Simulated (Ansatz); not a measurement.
`c1ccc(-c2ccc(-c3ccc(-c4ccc(-c5ccc(-c6ccc(-c7cccnc7)nc6)nc5)nc4)nc3)nc2)nc1` with charge +1. The state is a doublet with charge 1. Geometry PBE-D4/def2-SVP, that of the neutral singlet; atoms count from 1.

```xyz
65

C    13.756    1.235    2.257
C    12.869    2.321    2.308
C    11.511    2.102    2.051
C    11.070    0.791    1.751
C     9.647    0.476    1.470
C     9.273   -0.828    1.080
C     7.936   -1.115    0.811
C     6.967   -0.091    0.933
C     5.530   -0.313    0.654
C     5.008   -1.522    0.148
C     3.638   -1.642   -0.088
C     2.787   -0.544    0.181
C     1.326   -0.594   -0.049
C     0.660   -1.687   -0.642
C    -0.724   -1.647   -0.817
C    -1.444   -0.505   -0.396
C    -2.912   -0.384   -0.544
C    -3.576    0.782   -0.104
C    -4.957    0.890   -0.244
C    -5.682   -0.177   -0.826
C    -7.151   -0.143   -1.008
C    -7.812   -1.197   -1.675
C    -9.194   -1.155   -1.844
C    -9.923   -0.051   -1.341
C   -11.395    0.075   -1.483
C   -12.063    1.192   -0.935
C   -13.449    1.297   -1.077
C   -14.134    0.281   -1.764
N   -13.523   -0.790   -2.295
C   -12.194   -0.881   -2.154
N    -9.295    0.956   -0.693
C    -7.972    0.909   -0.536
N    -5.050   -1.293   -1.255
C    -3.728   -1.387   -1.118
N    -0.810    0.547    0.172
C     0.511    0.502    0.334
N     3.283    0.617    0.671
C     4.591    0.723    0.894
N     7.320    1.156    1.321
C     8.600    1.421    1.578
N    11.932   -0.250    1.699
C    13.228   -0.029    1.944
H    14.832    1.361    2.451
H    13.231    3.334    2.542
H    10.806    2.944    2.079
H    10.061   -1.590    1.000
H     7.650   -2.133    0.512
H     5.666   -2.377   -0.069
H     3.236   -2.589   -0.477
H     1.216   -2.574   -0.977
H    -1.236   -2.500   -1.282
H    -2.970    1.584    0.343
H    -5.468    1.802    0.094
H    -7.206   -2.035   -2.048
H    -9.704   -1.977   -2.364
H   -11.462    1.949   -0.410
H   -13.998    2.156   -0.661
H   -15.230    0.335   -1.892
H   -11.731   -1.775   -2.607
H    -7.531    1.761    0.010
H    -3.283   -2.327   -1.491
H     1.000    1.375    0.798
H     4.966    1.681    1.291
H     8.810    2.456    1.899
H    13.893   -0.911    1.890
```

Single mean-field runs in def2-SVP are fitted with def2-universal-jkfit.

Question: Estimate the Mulliken populations of the heavy atoms from the PBE0/def2-SVP orbitals of Ansatz.

Answer: 
| atom | charge (e) | spin (α − β) |
| --- | --- | --- |
| C1 | -0.04 | 0.06 |
| C2 | 0.04 | -0.03 |
| C3 | -0.04 | 0.05 |
| C4 | 0.04 | -0.02 |
| C5 | -0.03 | 0.10 |
| C6 | 0.05 | -0.04 |
| C7 | -0.02 | 0.06 |
| C8 | 0.06 | 0.00 |
| C9 | -0.03 | 0.10 |
| C10 | 0.03 | -0.04 |
| C11 | -0.03 | 0.06 |
| C12 | 0.06 | 0.02 |
| C13 | -0.03 | 0.10 |
| C14 | 0.03 | -0.03 |
| C15 | -0.03 | 0.05 |
| C16 | 0.07 | 0.03 |
| C17 | -0.04 | 0.09 |
| C18 | 0.06 | -0.02 |
| C19 | -0.02 | 0.03 |
| C20 | 0.07 | 0.05 |
| C21 | -0.04 | 0.06 |
| C22 | 0.06 | 0.00 |
| C23 | -0.02 | 0.01 |
| C24 | 0.07 | 0.07 |
| C25 | -0.06 | 0.01 |
| C26 | 0.06 | 0.03 |
| C27 | -0.05 | -0.02 |
| C28 | 0.08 | 0.07 |
| N29 | -0.17 | -0.02 |
| C30 | 0.06 | 0.05 |
| N31 | -0.17 | -0.01 |
| C32 | 0.08 | 0.05 |
| N33 | -0.17 | 0.00 |
| C34 | 0.08 | 0.04 |
| N35 | -0.17 | 0.00 |
| C36 | 0.12 | 0.03 |
| N37 | -0.17 | 0.01 |
| C38 | 0.11 | 0.01 |
| N39 | -0.17 | 0.02 |
| C40 | 0.07 | 0.00 |
| N41 | -0.18 | 0.02 |
| C42 | 0.07 | -0.01 |
Mulliken values depend strongly on the basis.

Question: Where does the spin sit?

Answer: Summed by element: C 1.00, N 0.02, H -0.03, of 1 unpaired in all. Largest on single atoms: C9 0.10, C13 0.10, C5 0.10.

Question: And the Mayer bond orders between heavy atoms (over 0.3, the first 40 of 48)?

Answer: C1–C2 1.41 (1.40 Å); C1–C42 1.35 (1.41 Å); C2–C3 1.43 (1.40 Å); C3–C4 1.35 (1.42 Å); C4–C5 1.03 (1.48 Å); C4–N41 1.50 (1.35 Å); C5–C6 1.37 (1.41 Å); C5–C40 1.29 (1.41 Å); C6–C7 1.43 (1.39 Å); C7–C8 1.31 (1.42 Å); C8–C9 1.06 (1.48 Å); C8–N39 1.47 (1.35 Å); C9–C10 1.35 (1.41 Å); C9–C38 1.28 (1.42 Å); C10–C11 1.47 (1.40 Å); C11–C12 1.31 (1.41 Å); C12–C13 1.07 (1.48 Å); C12–N37 1.46 (1.35 Å); C13–C14 1.34 (1.41 Å); C13–C36 1.27 (1.42 Å); C14–C15 1.48 (1.40 Å); C15–C16 1.30 (1.41 Å); C16–C17 1.07 (1.48 Å); C16–N35 1.46 (1.35 Å); C17–C18 1.34 (1.41 Å); C17–C34 1.27 (1.41 Å); C18–C19 1.45 (1.39 Å); C19–C20 1.30 (1.42 Å); C20–C21 1.07 (1.48 Å); C20–N33 1.46 (1.35 Å); C21–C22 1.34 (1.41 Å); C21–C32 1.27 (1.41 Å); C22–C23 1.45 (1.39 Å); C23–C24 1.30 (1.41 Å); C24–C25 1.05 (1.48 Å); C24–N31 1.46 (1.35 Å); C25–C26 1.36 (1.41 Å); C25–C30 1.31 (1.41 Å); C26–C27 1.43 (1.40 Å); C27–C28 1.36 (1.41 Å).
